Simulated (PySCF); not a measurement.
CH₂NO, SMILES N=C=[OH+], charge +1. Atoms are numbered in the order given.

```xyz
5

N      0.0125     1.2062     0.0000
C      0.0123     0.0658     0.0000
O     -0.1117    -1.1681     0.0000
H      0.0249     2.2153     0.0000
H      0.7073    -1.7094     0.0000
```
Charge +1, spin multiplicity 1.

Coordinates come from a B3LYP-D3(BJ)/def2-TZVP optimisation. The isomer is the one that the SMILES or the coordinates give; other isomers of the formula were not compared.

Two levels are set side by side: PBE/pcJ-1 (PySCF) and B3LYP/pcJ-1 (PySCF). One-bond couplings, all four terms, same geometry. Isotopes: 13C, 14N, 17O, 1H. Differences are taken from unrounded values.

```
quantity        B3LYP
--------------  -----
¹J(N1,C2) (Hz)   79.2
¹J(N1,H4) (Hz)  124.4
```

### Question
What does PBE give, and how far is it from B3LYP? (Estimate from the structure and the level; the computed values follow.)

### Answer

| quantity | PBE | PBE minus B3LYP |
|---|---|---|
| ¹J(N1,C2) (Hz) | 74.7 | -4.5 |
| ¹J(N1,H4) (Hz) | 117.5 | -6.9 |

Rough cost on one machine, each run with all the roots and properties that it gave: B3LYP against PBE within a factor of 2.
